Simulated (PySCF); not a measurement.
Rigid-rotor lines calculated for a species of formula C3H10O2Si (commonest isotopes; PySCF 2.14.0, PBE0-D3(BJ)/def2-SVP geometry optimisation, gas phase), labelled J(Ka,Kc):

```tsv
transition	MHz
1(1,1) ← 0(0,0)	4877.1
2(1,2) ← 1(1,1)	7300.9
1(0,1) ← 0(0,0)	4023.3
2(1,1) ← 1(1,0)	8792.1
2(0,2) ← 1(0,1)	7727.4
```

Question: Find the rotational constants.

Answer: 1(0,1) ← 0(0,0) is B + C, 2(1,1) ← 1(1,0) is 3B + C and 2(1,2) ← 1(1,1) is B + 3C, so B − C is half the difference of the last two, 745.6 MHz. 1(1,1) ← 0(0,0) is A + C. A = 3238.3, B = 2384.4, C = 1638.8 MHz.

Question: What moments of inertia, asymmetry and inertial defect follow?

Answer: I = 505379 MHz·u·Å² over each constant: Ia = 156.06, Ib = 211.95, Ic = 308.38 u·Å²; κ = (2B − A − C)/(A − C) = -0.068 (asymmetric top); Δ = Ic − Ia − Ib = -59.63 u·Å².

Question: Which dipole components do these lines need?

Answer: μa and μb (a-type: ΔKa even, ΔKc odd; b-type: both odd). The calculation gives |μa| = 0.15 D, |μb| = 0.33 D, |μc| = 0.81 D.

Question: Where do these fall, and of which type are they? 2(2,1) ← 2(1,1); 2(1,1) ← 2(1,2); 2(2,0) ← 1(1,0); 2(1,1) ← 1(0,1); 2(1,1) ← 2(0,2); 1(1,0) ← 1(1,1); 1(1,0) ← 0(0,0); 2(2,1) ← 2(1,2); 2(0,2) ← 1(1,1); 2(2,0) ← 2(2,1); 2(2,1) ← 1(1,1); 2(2,0) ← 1(1,1).

Answer: 
```tsv
transition	MHz	type	branch
2(2,0) ← 2(2,1)	319	a	Q
1(1,0) ← 1(1,1)	746	a	Q
2(1,1) ← 2(1,2)	2237	a	Q
2(2,1) ← 2(1,1)	2561	c	Q
2(1,1) ← 2(0,2)	2664	b	Q
2(2,1) ← 2(1,2)	4798	b	Q
1(1,0) ← 0(0,0)	5623	c	R
2(0,2) ← 1(1,1)	6874	b	R
2(1,1) ← 1(0,1)	10392	c	R
2(2,0) ← 1(1,0)	11673	c	R
2(2,1) ← 1(1,1)	12099	c	R
2(2,0) ← 1(1,1)	12418	b	R
```

Question: Which structure gave them?

Answer: `CO[SiH](C)OC`, point group C1. Three constants can't fix a structure by themselves; this is the one that was computed:
```
atom  x, y, z in Å
C1    -2.067   -0.959   -0.795
O2    -1.238    0.163   -0.660
Si3   -0.293    0.462    0.677
C4     0.564    2.076    0.340
O5     0.778   -0.790    0.918
C6     1.795   -1.131    0.017
H7    -2.378   -1.048   -1.848
H8    -2.979   -0.869   -0.178
H9    -1.553   -1.894   -0.510
H10   -1.117    0.468    1.917
H11    1.255    2.333    1.157
H12   -0.171    2.888    0.239
H13    1.138    2.024   -0.598
H14    2.254   -2.078    0.340
H15    2.591   -0.365   -0.017
H16    1.414   -1.271   -1.011
```

The values belong to one conformer (point group C1) with, in the numbering `[CH3:1][O:2][SiH:3]([CH3:4])[O:5][CH3:6]`, C1–O2–Si3–C4 -179°, O2–Si3–O5–C6 64°. No frequency check. No vibrational averaging or centrifugal distortion is included, and the geometry carries the error of its method. A rigid rotor knows nothing of internal rotation, which can split or shift real lines.
